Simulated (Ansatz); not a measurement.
Molecule: C3H9AlO2 (charge 0, singlet). 
Coordinates optimised at B3LYP-D3(BJ)/def2-TZVP (Ansatz, a program for electronic structure):
```xyz
15

C     -0.1831     2.4547     0.1562
O     -0.8427     1.2193     0.0698
Al    -0.4651    -0.4228    -0.0539
C     -1.9083    -1.7059    -0.2190
O      1.1339    -0.9702    -0.0368
C      2.4251    -0.4375     0.1016
H     -0.6980     3.1932    -0.4650
H      0.8584     2.3980    -0.1799
H     -0.1863     2.8212     1.1878
H     -1.5323    -2.7272    -0.2929
H     -2.5795    -1.6515     0.6416
H     -2.5146    -1.5007    -1.1046
H      3.0231    -1.0816     0.7526
H      2.9245    -0.3847    -0.8711
H      2.4194     0.5690     0.5348
```
Charge 0, spin multiplicity 1.

Parts of the frozen-core correlation energy in cc-pVTZ (Ansatz, hartree). Frozen orbitals: 10; correlated occupied orbitals by spin: 18 and 18; virtual: 282 and 282. Spin-orbit coupling is left out. Non-relativistic.

| term | value |
|---|---|
| reference (HF) | -510.69830 |
| MP2 opposite-spin | (withheld) |
| MP2 same-spin | -0.25085 |
| CCSD correlation | (withheld) |
| (T) | (withheld) |
| T1 diagnostic | 0.012 |
| largest doubles amplitude | 0.029 |

Question: Some entries are withheld; supply them.

Answer: 
- MP2 opposite-spin, value: -0.83057
- CCSD correlation, value: -1.12703
- (T), value: -0.04145
